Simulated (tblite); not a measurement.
C4H7F2O2Si (doublet state).
Numbering: `[CH3:1][C@@H:2]1[O:3][SiH2:4][O:5][C@@H:6]1[C:7]([F:8])[F:9]` (hydrogens: H10, H11, H12 on C1; H13 on C2; H14, H15 on Si4; H16 on C6)

Computed with GFN2-xTB (tblite), gas phase: L-BFGS steps from a force-field or distance-geometry start until the largest atomic force falls under 0.01 eV/Å.

Step 2: E = -856.9285 eV
```
atom  x, y, z in Å  |  force x, y, z in eV/Å
C1     -1.3135   -0.1661   -1.4003    0.214   0.082   0.083
C2     -0.7580    0.3921   -0.0934   -0.160  -0.317  -0.001
O3      0.1106    1.4589   -0.2947    0.151   0.120  -0.021
Si4     1.1690    1.6132    0.9566    0.039   0.163  -0.030
O5      0.8582    0.1355    1.6163    0.142   0.131   0.129
C6      0.0467   -0.6528    0.7955   -0.425   0.175  -0.183
C7      0.8348   -1.6191    0.0340   -0.078   0.055   0.144
F8      0.5108   -2.9187   -0.0050    0.194   0.146  -0.183
F9      1.8803   -1.2892   -0.7248   -0.118  -0.207   0.009
H10    -1.9130    0.6008   -1.8763   -0.075   0.094  -0.049
H11    -0.5110   -0.4282   -2.0831    0.088  -0.050   0.033
H12    -1.9396   -1.0374   -1.2227    0.079   0.023   0.100
H13    -1.5989    0.7420    0.5262    0.068  -0.075   0.025
H14     0.7433    2.6753    1.8656   -0.024  -0.204  -0.012
H15     2.5378    1.7181    0.4879   -0.105  -0.071  -0.114
H16    -0.6650   -1.2157    1.4067    0.011  -0.066   0.072
```

Step 3: E = -856.9385 eV
```
atom  x, y, z in Å  |  force x, y, z in eV/Å
C1     -1.3112   -0.1647   -1.3999    0.114   0.054   0.020
C2     -0.7597    0.3888   -0.0938   -0.043  -0.137   0.034
O3      0.1128    1.4584   -0.2925    0.045   0.079  -0.091
Si4     1.1701    1.6152    0.9565    0.007   0.110  -0.055
O5      0.8587    0.1389    1.6142    0.073   0.023   0.150
C6      0.0416   -0.6504    0.7942   -0.288   0.168  -0.110
C7      0.8323   -1.6160    0.0377   -0.023   0.027   0.098
F8      0.5154   -2.9148   -0.0088    0.116   0.047  -0.141
F9      1.8767   -1.2943   -0.7238   -0.063  -0.122  -0.023
H10    -1.9138    0.6019   -1.8765   -0.030   0.056  -0.027
H11    -0.5094   -0.4291   -2.0822    0.095  -0.039   0.024
H12    -1.9376   -1.0364   -1.2210    0.081   0.029   0.084
H13    -1.5969    0.7404    0.5262    0.014  -0.050   0.035
H14     0.7430    2.6711    1.8649   -0.041  -0.133   0.040
H15     2.5348    1.7167    0.4861   -0.034  -0.058  -0.132
H16    -0.6644   -1.2168    1.4073   -0.020  -0.054   0.094
```

Q: Estimate the geometry and energy of step 4. (The exact step hangs on the optimiser's Hessian estimate; all steps are aligned on step 3, rigid shifts and turns removed.)

A: E = -856.9466 eV, largest force 0.156 eV/Å
```
atom  x, y, z in Å  |  force x, y, z in eV/Å
C1     -1.3076   -0.1625   -1.3999    0.012   0.012  -0.032
C2     -0.7608    0.3847   -0.0931    0.034   0.120   0.016
O3      0.1148    1.4588   -0.2927   -0.050   0.020  -0.109
Si4     1.1710    1.6190    0.9550   -0.039  -0.033  -0.071
O5      0.8598    0.1420    1.6147   -0.053  -0.032   0.065
C6      0.0317   -0.6444    0.7915   -0.016   0.026   0.064
C7      0.8296   -1.6121    0.0433    0.028   0.002   0.052
F8      0.5221   -2.9105   -0.0156    0.008  -0.041  -0.076
F9      1.8718   -1.3018   -0.7234   -0.008  -0.002  -0.053
H10    -1.9146    0.6036   -1.8770    0.035   0.004   0.001
H11    -0.5056   -0.4308   -2.0807    0.081  -0.014   0.025
H12    -1.9336   -1.0345   -1.2176    0.073   0.027   0.056
H13    -1.5950    0.7378    0.5271   -0.042  -0.010   0.034
H14     0.7416    2.6644    1.8656   -0.061  -0.040   0.100
H15     2.5316    1.7141    0.4812    0.033  -0.041  -0.147
H16    -0.6644   -1.2190    1.4101   -0.035   0.001   0.074
```

The energy changes by -0.0081 eV. The first-order estimate −F·Δx gives -0.0138 eV and the mean of the old and new forces, exact on a quadratic surface, -0.0080 eV. The step makes an angle of 26° with the force vector and moves no atom by more than 0.012 Å.

The cost below is that of the whole relaxation. On an Arm Neoverse V1 with one thread, shared host with 32 logical CPUs at a one-minute load of 37, this took 0.44 s of wall time.
